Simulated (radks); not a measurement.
Q: The mean radii <r> (bohr) of the occupied orbitals of an atom or ion are listed with their occupations. Method: scalar-relativistic Kohn-Sham, RPBE, spin-polarised, spherical densities, finite nucleus; Fermi nuclear charge, rms radius of each element as measured or else 0.836 A^(1/3) + 0.57 fm; computed with a radial shooting solver on a logarithmic mesh with Libxc functionals.

orbital  occ.      <r>
1s up       1  0.02558
1s down     1  0.02558
2s up       1   0.1097
2s down     1   0.1097
2p up       3  0.09619
2p down     3  0.09619
3s up       1   0.2919
3s down     1   0.2919
3p up       3   0.2899
3p down     3   0.2899
3d up       5   0.2665
3d down     5   0.2665
4s up       1   0.6735
4s down     1   0.6734
4p up       3   0.7148
4p down     3   0.7142
4d up       5   0.7980
4d down     5   0.7951
5s up       1    1.589
5p up       3    1.801
5p down     2    1.812
5d up       1    2.393

Name the element and its charge. Open shells, if any, are filled with parallel spins first.

A: Z = 56, barium, charge +3: Ba3+ in [Kr] 4d10 5s1 5p5 5d1. The 1s radius gives Z: for a bare nucleus <r> = (2 gamma + 1)/(2Z) with gamma = sqrt(1 - (Z/c)^2), 0.02523 bohr for Z = 56, and screening makes it slightly larger (0.02558 here). The occupations add up to 53, and the charge is Z minus that.
